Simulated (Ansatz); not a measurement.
A structure relaxed at PBE-D4/def2-SVP in Ansatz, charge 1, doublet:

```xyz
5

Mg   -0.039   -1.619    1.644
Mg    0.239    2.609   -0.279
Mg   -0.285   -1.906   -1.269
N     0.093    0.517    0.552
N    -0.009    0.399   -0.648
```

(1) Give its formula and point group.

(2) Summarise the bond lengths by kind (pairs closer than 1.2 times the sum of covalent radii, bridged metal pairs left out).

Results:

(1) Mg₃N₂⁺. Point group C2v (tolerance 0.1 Å).

(2) 4 × Mg–N 2.25 to 2.40 Å; 1 × N–N 1.21 Å; 1 × Mg–Mg 2.94 Å.

The structure comes from a short search, and lower isomers may exist.
